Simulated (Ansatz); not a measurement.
Calculated with Ansatz (gas phase, PBE0-D4/def2-TZVP geometries, no zero-point term in ΔE). CBS: MP2 limit from def2 TZ/QZ plus the TZ coupled-cluster correction, frozen cores. This one scheme is used for every species. DFT in def2-TZVPP. HSE06 is defined as in plane-wave codes. One conformer a species, not always the lowest.

Reaction (silylene formation by 1,1-elimination): `[SiH3]CCS` → `CCS` + `[SiH2]`

```csv
level,ΔE (kJ/mol),difference from CCSD(T)/CBS
HSE06-D4,237.6,11.0
BHLYP-D4,229.2,2.6
CAM-B3LYP-D4,228.5,1.9
ωB97X-V,236.1,9.5
BHLYP,218.2,-8.4
RPA@PBE/def2-TZVPP,202.8,-23.8
HF/def2-TZVPP,203.0,-23.6
SCS-MP2/def2-TZVPP,227.6,1.0
CCSD/def2-TZVPP,215.0,-11.6
CCSD(T)/def2-TZVPP,220.1,-6.5
CCSD(T)/CBS,226.6,0
```

Largest T1 diagnostic among the species: 0.014.

At CCSD(T), def2-SVP lies −17.0 kJ/mol from the extrapolated value and def2-TZVPP −6.5 kJ/mol. From PBE to PBE0 (25 % exact exchange), in def2-TZVPP and without D4, ΔE moves by +8.5 kJ/mol. The D4 term adds +13.5 kJ/mol with B3LYP and +7.4 kJ/mol with PBE0; it sums over pairs of atoms, weighted by their polarisabilities, and B3LYP, whose exchange is more repulsive, gets the larger term.

CCSD(T)/CBS has its own doubt, a few kJ/mol and more with outer-core shells, so smaller differences from it don't rank the levels.

B3LYP here is the variant with VWN-RPA as its local correlation; programs differ in this.
